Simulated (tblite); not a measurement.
Species: C8H7Cl.
Atom-mapped SMILES: `[Cl:1][C:2]1=[CH:3]/[CH:4]=[CH:5]\[CH:6]=[CH:7]/[CH:8]=[CH:9]\1` (hydrogens: H10 on C3; H11 on C4; H12 on C5; H13 on C6; H14 on C7; H15 on C8; H16 on C9)

The geometry is computed with GFN2-xTB (gas phase).

(1) List the bond lengths, angles and torsions at this level.

Answers

(1) 
```
  bond  length (bohr)   order
Cl1–C2          3.299  single
 C2=C3          2.507  double
 C3–C4          2.768  single
 C4=C5          2.510  double
 C5–C6          2.768  single
 C6=C7          2.510  double
 C7–C8          2.766  single
 C8=C9          2.509  double
 C2–C9          2.770  single
C3–H10          2.046  single
C4–H11          2.048  single
C5–H12          2.049  single
C6–H13          2.049  single
C7–H14          2.048  single
C8–H15          2.049  single
C9–H16          2.046  single
```

Orders are formal, as drawn. A selection of angles:
```
    angle  degrees
Cl1–C2–C3    119.7
Cl1–C2–C9    112.6
 C3–C2–C9    127.6
 C2–C3–C4    124.2
C2–C3–H10    119.9
C4–C3–H10    115.7
 C3–C4–C5    125.5
C3–C4–H11    114.6
C5–C4–H11    119.7
 C4–C5–C6    126.1
C4–C5–H12    119.2
C6–C5–H12    114.5
 C5–C6–C7    126.3
C5–C6–H13    114.3
C7–C6–H13    119.2
 C6–C7–C8    125.7
C6–C7–H14    119.5
C8–C7–H14    114.6
 C7–C8–C9    125.8
C7–C8–H15    114.8
C9–C8–H15    119.3
C8–C9–H16    120.3
 C2–C9–C8    124.8
C2–C9–H16    114.7
```

Dihedral angles: Cl1–C2–C3–C4 -178° (antiperiplanar); C2–C3–C4–C5 -58° (synclinal); C3–C4–C5–C6 0° (synperiplanar); C4–C5–C6–C7 59° (synclinal); C5–C6–C7–C8 0° (synperiplanar); C6–C7–C8–C9 -57° (synclinal); C7–C8–C9–C2 -2° (synperiplanar); Cl1–C2–C9–C8 -122° (anticlinal). The mirror-image conformer, all signs reversed, is as good.

The C–C distances run from 1.327 Å (C2=C3, drawn double) to 1.466 Å (C2–C9, drawn single), a spread of 0.139 Å. The 8-membered ring C2–C3–C4–C5–C6–C7–C8–C9 has internal angles of 124.2° to 127.6°; it is puckered, 0.41 Å rms from its mean plane, widest ring torsion 61°. Of the pairs four or more bonds apart, C2···C6 is among the closest relative to their van der Waals radii: 3.29 Å, 97 % of the sum of Bondi's values.

Point group: C1 (no symmetry element, even within 0.4 Å). Its GFN2-xTB frequencies are all real (lowest 89 cm⁻¹). The numbers are those of one conformer.
